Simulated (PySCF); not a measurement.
## How methods differ on the excitation energy of N⁺

N⁺ [He] 2s2 2p2 (3P) → N⁺ [He] 2s1 2p2 3d1 (high-spin determinant), as a difference of total energies. All numbers are calculated (PySCF 2.14, the non-relativistic Hamiltonian (point nucleus), in aug-cc-pVTZ). Correlated levels: valence: 1s2 frozen. The calculations carry no spin-orbit coupling.

| method | excitation energy (cm⁻¹) |
| --- | --- |
| UHF | 240130 |
| LDA | 249070 |
| PBE | 247500 |
| PBE0 | 248690 |
| r2SCAN | 246800 |
| BP86 | 248570 |
| PW91 | 248120 |
| MN15 | 253220 |
| B3LYP | 253110 |
| MP2 (valence) | 251840 |
| SCS-MP2 (valence) | 255260 |

The upper state lies above the first ionisation limit, but in LS coupling its spin forbids autoionisation to the ground ion. A Rydberg-like electron needs more diffuse functions than a valence basis has.

The promoted electron is Rydberg-like, and one or two diffuse shells describe it only roughly, which tends to raise the upper state.

The determinant of the upper state mixes LS terms, which raises its energy above the lowest term, most at the Hartree-Fock and MP2 levels.
